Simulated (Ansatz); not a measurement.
Isolated molecules relaxed with PBE0-D4/def2-TZVP in Ansatz; ΔE leaves out vibrations. CCSD(T)/CBS is the MP2 limit (def2-TZVPP, def2-QZVPP) plus CCSD(T) − MP2 in def2-TZVPP, frozen cores. This one scheme is used for every species. DFT in def2-TZVPP. HSE06 is defined as in plane-wave codes. One conformer a species, not always the lowest.

Consider the formal exchange of groups at the Al–O bond: `[CH3][AlH][OH]` + `F[SiH3]` → `[CH3][AlH][SiH2]F` + H₂O.

`[CH3][AlH][OH]`:

```xyz
8

C    -0.766    0.014   -1.009
Al    0.655    0.011    0.312
O     0.208   -0.085    1.950
H    -0.773    0.950   -1.577
H    -1.749   -0.108   -0.550
H    -0.629   -0.790   -1.740
H     2.203    0.096   -0.042
H     0.851   -0.088    2.657
```

`F[SiH3]`:

Z-matrix (Å, degrees):
```
Si
F 1 1.600
H 1 1.482 2 108.3
H 1 1.482 2 108.3 3 -120.0
H 1 1.482 2 108.3 3 120.0
```

`[CH3][AlH][SiH2]F`:

Z-matrix (Å, degrees):
```
C
Al 1 1.950
H 1 1.095 2 110.6
H 1 1.096 2 110.3 3 -117.0
H 1 1.092 2 113.2 3 121.7
Si 2 2.472 1 120.6 3 56.0
H 2 1.593 1 122.0 3 -124.1
F 6 1.616 2 110.8 1 -0.3
H 6 1.494 2 113.1 1 -120.1
H 6 1.493 2 113.1 1 119.4
```

H₂O:

Cartesian coordinates in Å:
```
O -0.331 -0.051 0.199
H 0.305 0.662 0.294
H 0.025 -0.611 -0.493
```

```csv
level,ΔE (kJ/mol),difference from CCSD(T)/CBS
LDA (SPW92),137.6,-13.7
B97M-V,154.4,3.1
PBE0-D4,135.4,-15.9
r2SCAN0-D4,152.1,0.8
HSE06-D4,135.0,-16.3
ωB97M-V,158.2,6.9
B2PLYP,161.8,10.5
PBE-QIDH,150.1,-1.2
PBE,134.0,-17.3
BLYP,155.0,3.7
r2SCAN,153.3,2.0
PBE0,137.8,-13.5
HSE06,137.4,-13.9
CAM-B3LYP,163.3,12.0
CCSD(T)/def2-SVP,162.1,10.8
CCSD/def2-TZVPP,156.0,4.7
CCSD(T)/CBS,151.3,0
```

Largest T1 diagnostic among the species: 0.011.

From BLYP to BHLYP (50 % exact exchange), in def2-TZVPP and without D4, ΔE moves by +8.4 kJ/mol. The D4 term adds −3.8 kJ/mol with B3LYP and −2.4 kJ/mol with PBE0; it sums over pairs of atoms, weighted by their polarisabilities, and B3LYP, whose exchange is more repulsive, gets the larger term. At CCSD(T), def2-SVP lies +10.8 kJ/mol from the extrapolated value and def2-TZVPP +3.2 kJ/mol.

B3LYP here is the variant with VWN-RPA as its local correlation; programs differ in this.
